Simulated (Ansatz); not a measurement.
Energy profile

The step: SiNH₅O₃ ([NH2][Si]([OH])([OH])[OH]) → SiH₂O₃ ([O][Si]([OH])[OH]) + NH₃ (still joined by a long Si–N bond); bonds formed: N2–H4; bonds broken: O3–H4; bonds weakened to dative contacts: Si1–N2 (atoms numbered as in the saddle structure below).

```xyz
10
angstrom
Si -0.5065 -0.1831 -0.0116
N 1.3082 0.0228 -0.3349
O -0.6222 -0.6628 -1.5038
H 0.7234 -0.3865 -1.3300
O -1.1807 1.2320 0.4622
O -0.6573 -1.2098 1.2429
H 1.9531 -0.6168 0.1107
H 1.7081 0.9501 -0.3841
H -1.5727 1.7425 -0.2490
H -1.1531 -0.8884 1.9974
```

Electronic energies by CCSD(T) at an estimated basis limit (MP2 extrapolated from triple and quadruple zeta, plus CCSD(T) − MP2 in triple zeta), on PBE0-D4/def2-TZVP structures; SiNH5O3, closed shell; no counterpoise correction. Ansatz 0.2.0; basis: def2-TZVPP and def2-QZVPP; cores frozen in the correlated methods. Extrapolation: Hartree–Fock as exp(−7.88 √X), correlation as X^−2.97.

Question: Give the profile in kcal/mol, counted from the start structure. (Judge from chemistry; the value comes from the calculation.)

Answer: The calculation gives:
| point | kcal/mol |
| --- | --- |
| start structure | 0.00 |
| saddle | 41.74 |
| end structure | 26.21 |
| separated: SiH2O3 (linked as [O][Si]([OH])[OH]; Si1, O3, O5, O6, H9, H10; singlet) + NH3 (N2, H4, H7, H8; singlet) | 58.49 |

The T1 diagnostic stays at or below 0.016.

For scale, one of the runs: CCSD(T)/def2-TZVPP, 236 basis functions, launched by `ansatz run in.yaml --threads 4 --pin off --events-out ev --progress --plain --max-ram 9574MiB`. Hardware: 4 CPU threads of an Arm Neoverse V2, shared host. Wall time 2.1 min; peak host memory 4.5 GiB.
